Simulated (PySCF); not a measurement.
C₂H₃F₅S.
SMILES: `C=CS(F)(F)(F)(F)F`

A linear-response calculation (PySCF, def2-SVPD basis, gas phase, vertical, core orbitals frozen in the response) gave these numbers; the functional is withheld.

Orbital energies (eV): HOMO-3 -13.52, HOMO-2 -13.37, HOMO-1 -12.44, HOMO -10.60, LUMO -0.20, LUMO+1 -0.16, LUMO+2 1.22.

```csv
state,E (eV),f,"main configurations (H = HOMO, L = LUMO)"
S1,6.79,0.0003,H→L (95%)
S2,7.63,0.367,H→L+1 (96%)
S3,8.06,0.0004,H-1→L+1 (93%)
S4,8.46,0.038,H→L+2 (90%)
S5,8.55,0.088,H-1→L (88%)
S6,8.80,0.0000,H-2→L (94%)
```

Triplets, Tamm–Dancoff:

| state | E (eV) | λ (nm) | main configurations (H = HOMO, L = LUMO) |
| --- | --- | --- | --- |
| T1 | 4.33 | 286.0 | H→L+1 (96%) |
| T2 | 6.52 | 190.2 | H→L (92%) |
| T3 | 7.54 | 164.5 | H-1→L+1 (92%) |
| T4 | 7.71 | 160.7 | H-1→L (86%) |

Vertical ionisation energy by ΔSCF with the same functional: 11.60 eV. Mean static polarisability: 52.7 au.

**Question.** Name the functional.
A. PBE
B. HF
C. CAM-B3LYP
D. B3LYP

**Answer.** C. CAM-B3LYP is range-separated, 19% exact exchange at short range and 65% at long range (ω = 0.33 bohr⁻¹). In this run −ε(HOMO) = 10.60 eV differs from the ΔSCF value by -1.00 eV, and S1 differs from the orbital gap of 10.40 eV by -3.61 eV. The ratio −ε(HOMO)/IP is 0.91. Small neutral molecules mostly give 0.85 to 0.93 with CAM-B3LYP, 0.5 to 0.7 with PBE, 0.67 to 0.83 with B3LYP; Hartree–Fock can't fall below 1, since the ion's relaxation only lowers the ΔSCF value. The other options: PBE, a GGA without exact exchange; HF, time-dependent Hartree–Fock, 100% exact exchange; B3LYP, a global hybrid with 20% exact exchange.

Computed, not measured: TDDFT CAM-B3LYP/def2-SVPD, vertical, gas phase, core orbitals frozen in the response (PySCF 2.14.0, density-fitted response routines). Isolated species at its PBE0-D3(BJ)/def2-SVP geometry, gas phase.
